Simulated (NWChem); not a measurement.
Species: SiH4SeS; SMILES [SiH3][Se]S

```xyz
7

Se     0.8552    -0.0635     0.0029
S     -0.6966    -1.6609     0.1180
H     -0.8472    -1.8378    -1.2159
Si    -0.6462     1.6705    -0.0158
H     -1.4865     1.6478     1.2151
H     -1.5174     1.5879    -1.2244
H      0.1720     2.9207    -0.0613
```
Atoms are numbered in this order, from 1.

All runs: NWChem. Geometry: optimised at PBE0/def2-SVP. Static field.

| level | isotropic polarisability (bohr³) | anisotropy (bohr³) |
|---|---|---|
| PBE/def2-SVPD | 82.9 | 31.8 |
| B3LYP/def2-SVPD | 80.9 | 30.3 |
| BHandHLYP/def2-SVPD | ___ | ___ |

### Question
Some entries are withheld; supply them.

### Answer

- BHandHLYP/def2-SVPD, isotropic polarisability (bohr³): 78.3
- BHandHLYP/def2-SVPD, anisotropy (bohr³): 28.9
